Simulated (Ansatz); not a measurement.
Species: C2H8ClSi2, charge 0, multiplicity 2. It need not be the lowest isomer of its formula. 
Coordinates optimised at B3LYP-D3(BJ)/def2-TZVP (Ansatz, a program for electronic structure):
```xyz
13

C     -0.0735    -2.3090     0.4357
Si     0.6812    -0.9812    -0.6612
C      2.3147    -0.3750     0.0351
Si    -0.7712     0.8595    -0.8248
Cl    -1.0706     1.6026     1.1084
H      0.6142    -3.1518     0.5418
H     -0.2794    -1.9086     1.4299
H     -1.0099    -2.6834     0.0199
H      0.8676    -1.5032    -2.0412
H      2.7778     0.3610    -0.6236
H      2.1630     0.0920     1.0101
H      3.0116    -1.2064     0.1615
H     -2.1304     0.5641    -1.3610
```
Charge 0, spin multiplicity 2.

Computed values are from Ansatz. Valence correlation only, unless marked. Open shells are spin-unrestricted. Spin-orbit coupling is left out. Non-relativistic. CBS(X,Y): correlation extrapolated as X^-3; Hartree-Fock from the larger set.

Problem. What is the T1 diagnostic at CCSD/cc-pV(Q+d)Z?

Solution. 0.013.

Problem. What is the dipole moment at CCSD(T)/aug-cc-pV(D+d)Z?

Solution. 1.86 D.

Problem. What is the total energy at CCSD(T)/CBS(cc-pV(T+d)Z,cc-pV(Q+d)Z)?

Solution. -1118.8657 Eh.

Problem. What is the atomisation energy De at CCSD(T)/CBS(cc-pV(T+d)Z,cc-pV(Q+d)Z)?

Solution. 1067.3 kcal/mol.
